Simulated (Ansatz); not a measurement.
PdCl, multiplicity 2 (lowest of 2S+1 = 2, 4 at CCSD(T)/def2-TZVPP on PBE0 minima; our sources give no spin for the ground state, which may be another), most abundant isotopes (105.9035 and 34.9689 u). Constants from fifth-degree fits in 1/R to seven points on the lowest solution found; no spin–orbit coupling, no relativity up to Kr; ω_e x_e and α_e move by some per cent with the fit.

Correlated levels freeze the inner cores; with def2 sets outer-core shells near the valence are correlated too.

Codes used: Ansatz (Gaussian orbitals). Each number belongs to the level named beside it. In def2 rows elements past Kr take small-core potentials, without spin–orbit coupling.

```
level               r_e (Å)  ω_e (cm⁻¹)  ω_e x_e (cm⁻¹)  α_e (cm⁻¹)
------------------  -------  ----------  --------------  ----------
PBE/def2-TZVPP       2.2228       357.7            1.42    0.000686
CCSD(T)/def2-TZVPP   2.2365       366.3            1.24    0.000601
```

Derive the rotational constants, the centrifugal constant, the fundamental, the zero-point energy and the force constant.


μ = 26.28851 u.
- PBE/def2-TZVPP: B_e = 16.8576/(μ r_e²) = 0.12979 cm⁻¹; B₀ = B_e − α_e/2 = 0.12945 cm⁻¹; D = 4B_e³/ω_e² = 6.83e-08 cm⁻¹; fundamental ω_e − 2ω_e x_e = 355 cm⁻¹; zero-point energy ω_e/2 − ω_e x_e/4 = 179 cm⁻¹; k = μ(2πcω_e)² = 198 N/m
- CCSD(T)/def2-TZVPP: B_e = 16.8576/(μ r_e²) = 0.12820 cm⁻¹; B₀ = B_e − α_e/2 = 0.12790 cm⁻¹; D = 4B_e³/ω_e² = 6.28e-08 cm⁻¹; fundamental ω_e − 2ω_e x_e = 364 cm⁻¹; zero-point energy ω_e/2 − ω_e x_e/4 = 183 cm⁻¹; k = μ(2πcω_e)² = 208 N/m

Ansatz is a quantum-chemistry and plane-wave program.
